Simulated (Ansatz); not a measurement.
Cost and result up the ladder for Cd7S7, a nanocrystal cut from zinc blende CdS (bare) (14 atoms). The state is a singlet with charge 0. Geometry: PBE-D4/def2-SVP.

```xyz
14

Cd   -2.788   -0.627   -2.242
Cd    0.494   -1.702    3.146
Cd   -0.938   -2.565    0.087
Cd   -0.658    1.011    1.892
Cd    2.087    1.459   -0.992
Cd   -0.847    1.980   -2.923
Cd    2.499    0.938    2.427
S    -2.544   -2.908   -1.652
S    -3.184    1.578   -3.024
S     0.217   -3.667    1.967
S     0.630    0.614    4.029
S     1.464    2.480   -3.063
S     3.926    1.220    0.635
S    -0.358    0.190   -0.286
```

Ansatz on 2 threads of AMD EPYC 7R13 on a shared host and a share (18 GiB) of an NVIDIA H100 80GB HBM3. Times are rough, and most runs start from the orbitals of an earlier one. PBE0-D4/def2-TZVP serves as the yardstick here, not as an exact answer. Differences are given only for rows in sets of like size (and for xTB, whose basis is part of the method), since another set adds its own error. Binding counts from free atoms at the same level (Cd singlet, S triplet; other spins of the atoms weren't run), without zero-point energy or a counterpoise term.

In the def2 sets Cd takes a core potential; there is no spin–orbit coupling. LC-ωPBE has ω = 0.4 bohr⁻¹. HSE06 is defined as in plane-wave codes, on full-range PBE exchange. Correlated methods freeze 35 core orbitals; core or outer-core shells of Cd are correlated, in sets that lack core-valence functions. Single mean-field runs in def2-TZVP are fitted with def2-universal-jkfit.

Correlated methods converge slowly with the basis.

```
                           level  functions  wall time  binding energy per atom (eV)  difference from PBE0-D4/def2-TZVP (eV)
              BHLYP-D4/def2-TZVP        539        7 s                          1.84                                   -0.19
                 PBE-D4/def2-SVP        343      7.5 s                          2.09                                       –
                   MP2/def2-TZVP        539      7.5 s                          2.03                                   -0.01
  PBE-D4/def2-TZVP (with forces)        539      8.5 s                          2.06                                    0.02
               LC-ωPBE/def2-TZVP        539        9 s                          2.04                                    0.00
             r2SCAN-D4/def2-TZVP        539       10 s                          2.09                                    0.05
                PBE0-D4/def2-SVP        343       11 s                          2.06                                       –
HSE06-D4/def2-TZVP (with forces)        539       14 s                          2.04                                    0.00
               PBE0-D4/def2-TZVP        539       15 s                          2.04                                    0.00
               RPA@PBE/def2-TZVP        539       16 s                          1.72                                   -0.32
```
